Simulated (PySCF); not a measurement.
**Se²⁺ (selenium, charge +2) across methods**

[Ar] 3d10 4s2 4p2, high-spin 3P determinant. Calculation: PySCF 2.14, in dyall-av2z (16s12p8d, 92 functions); no relativity, point nucleus.

| method | E (hartree) | mean ε 4s α (eV) | mean ε 4s β (eV) | mean ε 4p α (eV) | Σ⟨r²⟩ (bohr²) | ⟨S²⟩ |
| --- | --- | --- | --- | --- | --- | --- |
| UHF | -2398.76482 | -45.063 | -39.105 | -31.339 | 24.62 | 2.008 |
| PBE | -2400.021 | -37.715 | -35.648 | -26.217 | 24.37 | 2.002 |
| r2SCAN0 | -2400.345 | -40.317 | -36.956 | -28.037 | 24.34 | 2.004 |
| LDA | -2396.952 | -37.915 | -36.105 | -26.248 | 24.34 | 2.001 |
| PBE0 | -2400.091 | -39.774 | -36.839 | -27.689 | 24.36 | 2.003 |
| TPSS | -2400.304 | -37.984 | -35.508 | -26.384 | 24.33 | 2.002 |
| r2SCAN | -2400.350 | -38.482 | -35.792 | -26.717 | 24.32 | 2.004 |
| HSE06 | -2400.075 | -39.347 | -36.592 | -27.245 | 24.37 | 2.002 |
| PW91 | -2400.526 | -37.803 | -35.749 | -26.273 | 24.34 | 2.002 |
